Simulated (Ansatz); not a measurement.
One geometry of ZnF₂, several levels of theory.

```yaml
crystal:
  periodic: [false, false, false]
  atoms:
    - {symbol: Zn, position_ang: [-0.000097, -0.000319, 0.000188]}
    - {symbol: F, position_ang: [-1.629854, 0.556411, 0.115724]}
    - {symbol: F, position_ang: [1.629951, -0.556081, -0.115902]}
basis:
  gaussian: {orbitals: def2-TZVPD, initial_orbitals: start.molden}
correlation: {method: ccsd_t, frozen_orbitals: {F: 1, Zn: 9}}
scf: {omitted_lower_state_checks: [starts]}
output: {orbitals: {seedname: orbitals}}
```

The file start.molden holds the orbitals of an earlier run on this structure, at another level or in another basis.

```sh
$ ansatz run in.yaml --threads 4 --pin off --events-out ev --progress --plain --max-ram 3916MiB
```

Shortened log:

```
Functional definition: HF
937 factors; integrals over basis functions are off by at most 4.8e-4 eV
mean field evaluation 1: about -53791.0063 eV, gradient 3.1e1 eV
mean field evaluation 2: about -53792.0328 eV, gradient 1.5e0 eV
mean field evaluation 4: about -53792.3288 eV, gradient 2.8e-2 eV
mean field evaluation 8: about -53792.3289 eV, gradient 1.1e-6 eV
mean field -53792.32887373 eV, -1976.8316243593 hartree, gradient 9.5e-6 eV, S^2 0.000000; 0 other end points of the search recorded, 0 dependent functions left out
11 core orbitals not correlated: weight in the atoms' cores, before any rotation towards them, 1.000 or more for the frozen orbitals, at most 0.000 for the correlated occupied ones
reference -53792.32887373 eV, -1976.8316243593 hartree; 13, 13 occupied and 107, 107 virtual orbitals, 937 factors
second order -25.39479946 eV of doubles, -0.00000000 eV of singles
cycle   1  -23.46332434 eV  change     1.9e0 eV  update   1.4e-1
cycle   2  -24.16598021 eV  change   -7.0e-1 eV  update   5.2e-2
cycle   3  -24.29792495 eV  change   -1.3e-1 eV  update   2.2e-2
cycle   4  -24.26429407 eV  change    3.4e-2 eV  update   7.7e-3
cycle   5  -24.25349129 eV  change    1.1e-2 eV  update   2.8e-3
cycle   6  -24.25658139 eV  change   -3.1e-3 eV  update   1.1e-3
cycle   7  -24.25725780 eV  change   -6.8e-4 eV  update   3.2e-4
cycle   8  -24.25697570 eV  change    2.8e-4 eV  update   1.3e-4
cycle   9  -24.25703721 eV  change   -6.2e-5 eV  update   4.1e-5
cycle  10  -24.25710001 eV  change   -6.3e-5 eV  update   1.5e-5
cycle  11  -24.25706137 eV  change    3.9e-5 eV  update   5.4e-6
cycle  12  -24.25706118 eV  change    1.9e-7 eV  update   1.7e-6
perturbative correction -0.66213100 eV, -0.0243328654 hartree
Total energy: -53817.24806591 eV, -1977.7473877812 hartree
Checks for a lower state left out: starts
```

Run time 2.9 s (4 threads of Arm Neoverse V1 on a shared host).

The first input with `gaussian: {orbitals: 6-31G}`, `hamiltonian: {xc: hf}` and without the key `correlation` (abridged; 0.2 s):

```
Functional definition: HF
mean field evaluation 16: about -53780.5373 eV, gradient 5.9e-6 eV
mean field -53780.53732130 eV, -1976.3982928004 hartree, gradient 5.9e-6 eV, S^2 0.000000
Total energy: -53780.53732130 eV, -1976.3982928004 hartree
Checks for a lower state left out: starts
```

As the first input, with `hamiltonian: {xc: pbe, dispersion: d4}` and without the key `correlation` (abridged; 0.8 s):

```
Functional definition: PBE
mean field -53845.37134633 eV, -1978.7808992740 hartree, gradient 2.0e-5 eV, S^2 0.000000
Total energy: -53845.39805623 eV, -1978.7818808448 hartree
Checks for a lower state left out: starts
```

As the first input, with `gaussian: {orbitals: def2-TZVP, initial_orbitals: start.molden}`, `hamiltonian: {xc: {name: LC-wPBE}}` and without the key `correlation` (abridged; 0.75 s):

```
Functional definition: LC-wPBE
mean field -53848.48808857 eV, -1978.8954374389 hartree, gradient 1.7e-5 eV, S^2 0.000000
Total energy: -53848.48808858 eV, -1978.8954374392 hartree
Checks for a lower state left out: starts
```

The first input with `gaussian: {orbitals: def2-TZVP, initial_orbitals: start.molden}`, `correlation: {method: mp2, frozen_orbitals: {F: 1, Zn: 9}}` (abridged; 0.55 s):

```
Functional definition: HF
mean field -53792.23265181 eV, -1976.8280882693 hartree, gradient 7.6e-6 eV, S^2 0.000000
11 core orbitals not correlated: weight in the atoms' cores, before any rotation towards them, 1.000 or more for the frozen orbitals, at most 0.000 for the correlated occupied ones
second order -25.21020672 eV of doubles, -0.00000000 eV of singles
Total energy: -53817.44285853 eV, -1977.7545462782 hartree
Checks for a lower state left out: starts
```

The first input with `gaussian: {orbitals: def2-TZVP, initial_orbitals: start.molden}`, `hamiltonian: {xc: lda}` and without the key `correlation` (abridged; 0.4 s):

```
Functional definition: SPW92
mean field -53744.43586183 eV, -1975.0715886352 hartree, gradient 1.1e-5 eV, S^2 0.000000
Total energy: -53744.43590449 eV, -1975.0715902031 hartree
Checks for a lower state left out: starts
```

As the first input, with `gaussian: {orbitals: def2-TZVPP, initial_orbitals: start.molden}` (abridged; 3.7 s):

```
Functional definition: HF
mean field -53792.26315558 eV, -1976.8292092621 hartree, gradient 8.2e-6 eV, S^2 0.000000
11 core orbitals not correlated: weight in the atoms' cores, before any rotation towards them, 1.000 or more for the frozen orbitals, at most 0.000 for the correlated occupied ones
second order -27.39384417 eV of doubles, -0.00000000 eV of singles
cycle   1  -25.23781556 eV  change     2.2e0 eV  update   1.4e-1
cycle   2  -25.94641129 eV  change   -7.1e-1 eV  update   5.0e-2
cycle   3  -26.08211996 eV  change   -1.4e-1 eV  update   2.2e-2
cycle   4  -26.04724533 eV  change    3.5e-2 eV  update   8.1e-3
cycle   5  -26.03576865 eV  change    1.1e-2 eV  update   2.8e-3
cycle   6  -26.03877365 eV  change   -3.0e-3 eV  update   1.1e-3
cycle   7  -26.03938432 eV  change   -6.1e-4 eV  update   3.1e-4
cycle   8  -26.03904564 eV  change    3.4e-4 eV  update   1.3e-4
cycle   9  -26.03912879 eV  change   -8.3e-5 eV  update   3.8e-5
cycle  10  -26.03918368 eV  change   -5.5e-5 eV  update   1.3e-5
cycle  11  -26.03915471 eV  change    2.9e-5 eV  update   4.3e-6
perturbative correction -0.74025292 eV, -0.0272037932 hartree
Total energy: -53819.04256321 eV, -1977.8133343408 hartree
Checks for a lower state left out: starts
```

Geometry: r2SCAN-D4/def2-TZVP.

The 6-31G sets use Cartesian d functions. LC-ωPBE has ω = 0.4 bohr⁻¹. Correlated methods freeze 11 core orbitals. The structure comes from a short search, and lower isomers may exist.
